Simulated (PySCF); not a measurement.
## Telling isomers of C₆H₁₁NO₂Si apart by NMR

- geometry: GFN2-xTB
- shieldings: GIAO PBE0/pcSseg-1
- code: PySCF 2.14.0 with density-fitted response routines
- one computed conformer, non-relativistic Hamiltonian, one averaged value for each set of equivalent atoms, no solvent model

Scale: 1H, 13C vs TMS (reference shieldings calculated alike). Where no couplings were computed, multiplicities follow the n + 1 count of equivalent neighbours, and m marks all less simple cases (inequivalent or close neighbours, rings, F or P nearby). Shifts are as computed. Against solution values, carbons near 30 ppm lie about +3 ppm off and those near 130 ppm about +5 ppm. Of 1211 compounds with measured shifts, 218 miss one by over three times the rms of a fit or turn the order of signals round; such compounds aren't used in these exercises. OH and NH positions are gas-phase values without hydrogen bonding to other molecules.

(1) Tabulate the signals of `CC(C)OC(=O)[SiH2]CC#N`, `CO[Si@H](O)n1cccc1C` and their relative energies.

(2) What is the quickest way to tell CC(C)OC(=O)[SiH2]CC#N from CO[Si@H](O)n1cccc1C?

Answers

(1) 
```json
{"SMILES": "CC(C)OC(=O)[SiH2]CC#N", "carbon types": "2×C 1×CH 1×CH2 2×CH3", "δC": "182.7, 122.8, 69.6, 23.9, -1.2", "δH": "5.48 (sept, 1H), 4.39 (t, 2H), 1.79 (t, 2H), 1.40 (d, 6H)", "E rel. (kcal/mol)": "58.9"}
{"SMILES": "CO[Si@H](O)n1cccc1C", "carbon types": "1×C 3×CH 2×CH3", "δC": "135.8, 122.3, 116.3, 116.2, 51.7, 15.7", "δH": "6.42 (m, 1H), 6.33 (m, 1H), 6.24 (m, 1H), 5.27 (s, 1H), 4.08 (s, 3H), 2.39 (s, 3H), 2.10 (br s, 1H)", "E rel. (kcal/mol)": "0.0"}
```

Energies are electronic energies at PBE0/pcSseg-1 on these geometries, without zero-point or thermal terms, each for the one conformer computed, which needn't be the lowest.

(2) Count the carbon signals: 5 against 6. The first has an sp3 CH2 bonded to Si, α to a nitrile at -1.2 ppm, the second an aromatic CH next to a ring nitrogen at 122.3 ppm. Their most deshielded carbons lie at 182.7 and 135.8 ppm. In the proton spectra the most deshielded non-exchanging signals are 5.48 (sept, 1H) and 6.42 (m, 1H).
